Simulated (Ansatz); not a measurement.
Harmonic vibrations of the cluster ZrSe2⁺ by finite differences.

```yaml
crystal:
  periodic: [false, false, false]
  atoms:
    - {symbol: Zr, position_ang: [0.929577, -0.751613, 0.757465]}
    - {symbol: Se, position_ang: [-0.545083, 1.167729, 0.505604]}
    - {symbol: Se, position_ang: [-0.384494, -0.416106, -1.263069]}
basis:
  gaussian: {orbitals: def2-TZVP}
total_charge: 1
magnetization: {spin_polarized: true, initial_magnetization: 1}
hamiltonian: {xc: pbe0, dispersion: d4}
scf: {omitted_lower_state_checks: [starts]}
phonons: {temperatures: {t_min: 298.15, t_max: 900, t_step: 200}}
```

```sh
$ ansatz run in.yaml --threads 4 --pin off --events-out ev --progress --plain --max-ram 3916MiB
```

Output, abridged:

```
Functional definition: PBE0
mean field -131957.86412087 eV, -4849.3620621892 hartree, gradient 7.1e-6 eV, S^2 0.782270; 0 other end points of the search recorded, 0 dependent functions left out
mean field -131957.86409211 eV, -4849.3620611321 hartree, gradient 2.2e-6 eV, S^2 0.782556; 0 other end points of the search recorded, 0 dependent functions left out
mean field -131957.86408830 eV, -4849.3620609922 hartree, gradient 2.1e-6 eV, S^2 0.781987; 0 other end points of the search recorded, 0 dependent functions left out
mean field -131957.86406144 eV, -4849.3620600052 hartree, gradient 2.9e-6 eV, S^2 0.782143; 0 other end points of the search recorded, 0 dependent functions left out
mean field -131957.86406861 eV, -4849.3620602687 hartree, gradient 2.7e-6 eV, S^2 0.782396; 0 other end points of the search recorded, 0 dependent functions left out
mean field -131957.86411167 eV, -4849.3620618510 hartree, gradient 2.2e-6 eV, S^2 0.782096; 0 other end points of the search recorded, 0 dependent functions left out
mean field -131957.86410870 eV, -4849.3620617420 hartree, gradient 2.2e-6 eV, S^2 0.782445; 0 other end points of the search recorded, 0 dependent functions left out
Total energy: -131957.96924300 eV, -4849.3659253563 hartree
Atom 0 at     0.929577    -0.751613     0.757465 Å, force     0.000113    -0.000091     0.000092 eV/Å
Atom 1 at    -0.545083     1.167729     0.505604 Å, force    -0.000035    -0.000167    -0.000284 eV/Å
Atom 2 at    -0.384494    -0.416106    -1.263069 Å, force    -0.000078     0.000259     0.000192 eV/Å
Dipole moment:     1.021417    -0.825873     0.832302 e Å
Vibrations: 236.61 264.72 363.23 cm⁻¹, zero-point energy 0.053595 eV
Checks for a lower state left out: starts
```

Hardware: 4 threads of Intel Xeon Platinum 8559C on a shared host. Wall time 12 s.

In the def2 sets Zr takes a core potential; there is no spin–orbit coupling. The structure comes from a short search, and lower isomers may exist.
